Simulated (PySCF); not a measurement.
## Radial density of Sr²¹⁺ (strontium, charge +21)

PBEsol, [Ne] 3s2 3p5, 2P determinant. Calculation: PySCF 2.14, in an even-tempered Gaussian basis (18 s from 2.1 bohr⁻², ratio 2.5; 12 p from 2.7 bohr⁻², ratio 2.5; 5 d from 14 bohr⁻², ratio 2.7; 4 f from 21 bohr⁻², ratio 2.7); the spin-free X2C one-electron Hamiltonian (Gaussian nucleus).

```csv
r (bohr),4πr²ρ (e/bohr),4πr²(ρα − ρβ)
0.0395,43.81,0.3247
0.0664,41.46,0.8441
0.112,56.07,0.8349
0.188,33.76,-0.0034
0.316,19.69,2.2763
0.532,13.40,1.8621
0.895,0.4936,0.0683
1.50,0.0006081,0.0001
```

Densities and radii are taken from the X2C orbitals without a picture-change correction, which distorts them close to the nucleus.

Spin-orbit coupling, absent here, splits the open shell strongly.

**Question.** Where is the radial spin density 4πr²(ρα − ρβ) most negative, and why is it negative at all?

**Answer.** Around r = 0.188 bohr, down to -0.0034 e/bohr: exchange with the open shell polarises the paired shells in an unrestricted calculation.
